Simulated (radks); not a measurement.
Results of a calculation; reference values are marked as such.
Coulomb parameter of the 3d shell of neutral manganese in the model configuration [Ar] 3d6 4s1, as a second difference U = [E(n + 0.25) + E(n - 0.25) - 2 E(n)] / (0.25)^2 with all orbitals relaxed. "Bare": the charge of the atom changes with n. "Screened": the 4s shell takes up the change at fixed total charge, which measures U(3d,3d) + U(4s,4s) - 2 U(3d,4s). Level of theory: Dirac Kohn-Sham, PBE, spin-unpolarised, spherical densities, finite nucleus; open shells are shared between the two j in proportion to 2j + 1; Fermi nuclear charge, rms radius 3.7057 fm (a radial shooting solver on a logarithmic mesh with Libxc functionals).

case                 configuration  E - E(n) (eV)
start                 [Ar] 3d6 4s1          0.000
bare +0.25         [Ar] 3d6.25 4s1         -0.572
bare -0.25         [Ar] 3d5.75 4s1          1.144
screened +0.25  [Ar] 3d6.25 4s0.75          0.244
screened -0.25  [Ar] 3d5.75 4s1.25         -0.129

U(bare) = 9.149 eV, U(screened by 4s) = 1.851 eV. The step up makes a negative ion, whose loosely bound charge lowers the bare value.
